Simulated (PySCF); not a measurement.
germyloxygermane (Ge₂H₆O), SMILES [GeH3][O][GeH3]. Heavy atoms are numbered as in [GeH3:1][O:2][GeH3:3]. Hydrogens are named by the atom that carries them.

The structure is a stationary point at PBE0-D3(BJ)/def2-SVP.

Level of theory: PBE/pcSseg-1 run with PySCF.

GIAO shieldings, no solvent; atoms alike by connectivity are averaged. δ = σ(ref) − σ: ⁷³Ge against GeH4 (σ = 1614.4 ppm); ¹⁷O against H2O (σ = 334.3 ppm); ¹H against TMS (σ = 31.49 ppm), references at their B3LYP-D3(BJ)/def2-TZVP geometries, non-relativistic.

Computed chemical shifts:
| nucleus | atoms | count | δ (ppm) |
|---|---|---|---|
| ⁷³Ge | Ge1 (GeH3) | 2 | 281.7 |
| ¹⁷O | O2 | 1 | -3.8 |
| ¹H | H on Ge1 | 6 | 5.60 |
